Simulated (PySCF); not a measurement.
SMILES [SiH3][NH][Ge]([Cl])([Cl])[Cl] (H4Cl3GeNSi), PBE0/def2-SVP optimised geometry. Atoms within 1.6 Å of the plane z = 1.5 Å (x, y, z in Å): N2 (-0.83, -0.43, 0.00), Ge3 (-0.32, -2.14, 0.00), Cl5 (-1.05, -3.18, 1.72), Cl6 (1.82, -2.14, 0.00), H8 (1.08, 1.26, 0.93), H10 (-1.82, -0.28, 0.19).

Method: PBE0/def2-TZVP run with PySCF 2.14.0. Cells within 0.4 Å of a nucleus heavier than hydrogen are left out (blank, or x).

Map of the Laplacian of the electron density (e/bohr⁵), clipped to [-1.50, 1.50] on the plane z = 1.5 Å:

```
|3333333333333333333333333333333|
|3333333333333333333333333333333|
|3333333333333333333333333333333|
|3333333333333333333333333333333|
|3333333333333333333333333333333|
|3333333333333333333333333333333|
|3333333333333333333333333333333|
|3333333333333333333333333333333|
|3333333333333333333333333333333|
|3333333333333333333333333333333|
|3333333333333333333333333333333|
|3333333333333333333333333333333|
|3333333333333333333333333333333|
|3333333333333333333333333333333|
|3333333333333333333333333333333|
|3333333333333333333333333333333|
|3333333333333333333333333333333|
|3333333333333333333333333333333|
|3333333333333333333333333333333|
|3333333333333333333333333333333|
|3333333333333333333333333333333|
|3333333333333333333333333333333|
|3333333333333333333333333333333|
|3333333333332333333333333333333|
|3333333333055133333333333333333|
|33333333327xx723333333333333333|
|33333333329xx923333333333333333|
|3333333333099033333333333333333|
|3333333333322333333333333333333|
|3333333333333333333333333333333|
|3333333333333333333333333333333|
```
Scale: ten equal steps from -0.693 (start of '0') to 1.50 (end of '9'), in the order '0123456789'; x runs from -4.50 to 4.50, y from -4.50 (bottom) to 4.50 (top).
